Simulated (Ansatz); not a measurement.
`C[SiH2][SiH](N)Cl` + H₂ → `C[SiH2][SiH2]Cl` + NH₃ at 500 K and 1 bar (hydrogenolysis of the Si–N bond).

Gas-phase electronic energies from Ansatz, PBE0-D4/def2-TZVP geometries. CCSD(T)/CBS adds triple-zeta CCSD(T) − MP2 to the extrapolated MP2 energy (def2 sets, frozen cores). This one scheme is used for every species. One conformer a species, not always the lowest.

```json
{"species": "`C[SiH2][SiH](N)Cl`", "CCSD(T)/CBS energy (Eh)": "-1135.60184", "H − E (kJ/mol)": "298.9", "S (J/(mol·K))": "477.9"}
{"species": "H₂", "CCSD(T)/CBS energy (Eh)": "-1.17544", "H − E (kJ/mol)": "41.0", "S (J/(mol·K))": "145.5"}
{"species": "`C[SiH2][SiH2]Cl`", "CCSD(T)/CBS energy (Eh)": "-1080.25285", "H − E (kJ/mol)": "240.1", "S (J/(mol·K))": "431.3"}
{"species": "NH₃", "CCSD(T)/CBS energy (Eh)": "-56.50880", "H − E (kJ/mol)": "108.2", "S (J/(mol·K))": "211.8"}
```

H − E and S are ideal-gas, rigid-rotor, harmonic terms from PBE0-D4/def2-TZVP, for one conformer and one mirror image of each species. For small species the MP2-based limit differs from directly extrapolated CCSD(T) by up to some mEh (0.8 for H₂); such offsets cancel only in part. 1 Eh = 2625.50 kJ/mol, R = 8.31446 J/(mol·K).

Problem. By hand: ΔE, ΔH, ΔS and ΔG.

Solution. ΔE = (-1080.25285) + (-56.50880) − (-1135.60184) − (-1.17544) = 0.01563 Eh = 41.0 kJ/mol. Δ(H − E) = 240.1 + 108.2 − 298.9 − 41.0 = 8.4, so ΔH = 49.4 kJ/mol. ΔS = 431.3 + 211.8 − 477.9 − 145.5 = 19.7 J/(mol·K). ΔG = 49.4 − 500 × (19.7)/1000 = 39.5 kJ/mol.

Problem. By hand: the equilibrium constant, and the temperature at which ΔG would vanish if ΔH and ΔS stayed fixed.

Solution. log₁₀ K = −ΔG/(RT ln 10) = -4.1. ΔG = 0 at ΔH/ΔS = 2508 K, far beyond where these terms or the molecules hold.

ΔH outweighs TΔS. A doubt of 5 kJ/mol in ΔE shifts log₁₀ K by 0.5 here. Other conformers and mirror images would add mixing entropy, several J/(mol·K) or more a flexible species. Modes under 60 cm⁻¹, often nearly free rotors, make the harmonic entropy too high. These are equilibria of isolated gas molecules and say nothing of rates. Largest T1 diagnostic: 0.011 (customary marks: 0.02 for closed shells, 0.045 for open ones).
